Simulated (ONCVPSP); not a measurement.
**An all-electron radial function and its pseudo partner (rhenium)**

Columns: radius, all-electron u(r) and pseudo u(r) of the 5p shell (level -45.02 eV) of rhenium in the configuration [Kr] 4d10 4f14 5s2 5p6 5d6 6s1; PBEsol, scalar-relativistic, ONCV scheme, ONCVPSP 4.0.1.

```csv
r (bohr),all-electron,pseudo
0.138,0.3685,0.0341
0.275,-0.3052,0.1343
0.413,-0.5107,0.2948
0.550,-0.0399,0.4929
0.688,0.5006,0.6993
0.825,0.8610,0.8753
0.963,1.0298,0.9918
1.100,1.0550,1.0281
1.238,0.9938,0.9859
1.375,0.8896,0.8889
1.513,0.7690,0.7689
1.650,0.6501,0.6500
1.788,0.5398,0.5397
1.925,0.4434,0.4433
2.062,0.3609,0.3608
2.200,0.2913,0.2912
2.338,0.2339,0.2338
2.475,0.1872,0.1872
2.613,0.1491,0.1491
2.750,0.1187,0.1187
2.888,0.0941,0.0940
3.025,0.0745,0.0745
3.162,0.0589,0.0589
3.300,0.0465,0.0465
3.438,0.0366,0.0366
3.575,0.0288,0.0288
```

Q: How many radial nodes do the two functions have?

A: The all-electron 5p function has n − l − 1 = 3 (the table is too coarse to show those close to the nucleus); the pseudo-wave has 0, since the states of the same l below it are removed with the core.

Q: At about which radius was the pseudo-wave matched?

A: 1.50 bohr, where the columns begin to agree (steps of 0.14 bohr).

Q: Is the pseudo-wave norm-conserving?

A: Yes: the ONCV scheme keeps the norm inside the radius equal to the all-electron one, which fixes the energy derivative of the logarithmic derivative at the level.
